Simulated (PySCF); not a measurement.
Trend along group 15: MMg molecules

PBE0 with double-zeta basis sets in PySCF, for the lowest determinant that a PBE0 search found; no spin–orbit coupling. De refers to high-spin ground-configuration atoms. A positive dipole means M(−)Mg(+).

```json
{"M": "P", "basis": "x2c-SVPall", "state (unpaired electrons)": "quartet (σ ↑, π ↑↑)", "Re (Å)": "2.563", "ωe (cm⁻¹)": "301", "De (eV)": "0.81", "μ (D)": "1.69"}
{"M": "As", "basis": "def2-SVP", "state (unpaired electrons)": "quartet (σ ↑, π ↑↑)", "Re (Å)": "2.658", "ωe (cm⁻¹)": "243", "De (eV)": "0.74", "μ (D)": "1.47"}
{"M": "Bi", "basis": "def2-SVP", "state (unpaired electrons)": "quartet (σ ↑, π ↑↑)", "Re (Å)": "2.961", "ωe (cm⁻¹)": "183", "De (eV)": "0.55", "μ (D)": "0.80"}
```

(1) The row for M = Sb is missing. Estimate Re, ωe and De as the mean of the rows for As and Bi, and compare with the calculation.

The rows differ in basis set, which adds steps of its own.

These are scalar-relativistic numbers at best; spin–orbit coupling would shift them, the dissociation energy most. States were picked by a PBE0 search and need not be the measured ground states.

## Answers

(1) The means are 2.809 Å, 213 cm⁻¹ and 0.65 eV. PBE0 in def2-SVP gives MgSb as a quartet (σ ↑, π ↑↑) with Re = 2.873 Å, ωe = 204 cm⁻¹, De = 0.62 eV, so the estimate is off by -6.4 pm, +4 % and +0.03 eV.
